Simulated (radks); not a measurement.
Task: Species: Ru3+. Configuration: [Kr] 4d4 5d1 (not the ground configuration). Calculated with a radial shooting solver on a logarithmic mesh with Libxc functionals: Dirac Kohn-Sham, PBEsol, spin-unpolarised, spherical densities, finite nucleus; open shells fill j = l - 1/2 first; Fermi nuclear charge, rms radius 4.4809 fm.

Spin-orbit splittings of the eigenvalues, e(l+1/2) - e(l-1/2), with zeta = 2 splitting/(2l+1) and mean radii in bohr:

| shell | occ. | splitting (eV) | zeta (eV) | <r> j=l-1/2 | <r> j=l+1/2 |
|---|---|---|---|---|---|
| 2p | 6 | ? | ? | 0.1237 | 0.1284 |
| 3p | 6 | 22.21 | 14.81 | 0.3957 | 0.4064 |
| 3d | 10 | 4.332 | 1.733 | 0.3820 | 0.3855 |
| 4p | 6 | 3.586 | 2.391 | 1.078 | 1.105 |
| 4d | 4 | 0.4536 | 0.1815 | 1.374 | 1.385 |
| 5d | 1 | 0.06571 | 0.02628 | 3.832 | 3.848 |

Estimate the 2p splitting.

Result: 130.8 eV (zeta = 87.20 eV).
